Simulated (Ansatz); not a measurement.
Mulliken charges of C2H5FGeO, SMILES `F[CH2][GeH]1[CH2][O]1` from ωB97M-V/def2-TZVPP in Ansatz (PBE0-D4/def2-TZVP geometry).

```
atom   x (Å)   y (Å)   z (Å)  charge (e)
  F1  -2.548   0.041   0.583      -0.226
  C2  -1.337   0.710   0.575      -0.044
 Ge3  -0.087  -0.134  -0.685       0.293
  C4   1.550  -0.872  -0.065      -0.098
  O5   1.599   0.517  -0.381      -0.433
  H6  -0.904   0.681   1.578       0.126
  H7  -1.517   1.751   0.294       0.122
  H8  -0.467  -0.119  -2.165       0.038
  H9   2.132  -1.516  -0.724       0.114
 H10   1.663  -1.111   0.993       0.109
```

By hand: the dipole of these point charges (1 e Å = 4.8032 D).

Σ q r = (-0.127, -0.217, -0.008) e Å, of length 0.252 e Å = 1.21 D.

How does the dipole of the full density compare? (Best estimate.)

The calculation gave: (-0.128, -0.112, 0.011) e Å, 0.82 D; the point charges give 1.48 times that, at 19° from its direction.

Point charges leave out the atoms' own dipoles, such as those of lone pairs, and Mulliken's split depends on the basis, so the two needn't agree.
